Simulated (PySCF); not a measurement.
## Ag+ (silver, charge +1) across methods

[Kr] 4d9 5p1, one real determinant (an excited configuration). All numbers are calculated (PySCF 2.14, scalar relativity through the core potential, in aug-cc-pVDZ-PP with ECP28MDF (5s5p4d2f, 54 functions)). The B2PLYP total includes its PT2 part (frozen core); its orbital energies are those of the SCF part.

```tsv
method	E (hartree)	mean ε 4d α (eV)	mean ε 4d β (eV)	mean ε 5p α (eV)	Σ⟨r²⟩ (bohr²)	⟨S²⟩
LDA	-145.9696	-21.071	-20.204	-8.921	40.90	2.000
B2PLYP	-146.0788	-25.064	-24.073	-9.812	41.37	2.001
r2SCANh	-146.2942	-22.073	-21.116	-9.171	40.76	2.001
TPSSh	-146.2113	-21.677	-20.815	-8.995	40.97	2.001
r2SCAN	-146.3073	-21.254	-20.314	-8.953	40.72	2.001
PBE	-146.2671	-20.881	-20.041	-8.823	41.00	2.000
UHF	-145.48273	-28.575	-27.363	-10.608	42.07	2.002
M06-L	-146.3562	-21.022	-20.066	-8.442	40.62	2.001
PBE0	-146.2589	-23.022	-22.102	-9.397	41.03	2.001
```

⟨L²⟩ = 8.01 against 12 for a pure F term, so this real determinant mixes terms. Energies and moments cover only the electrons outside the core potential.
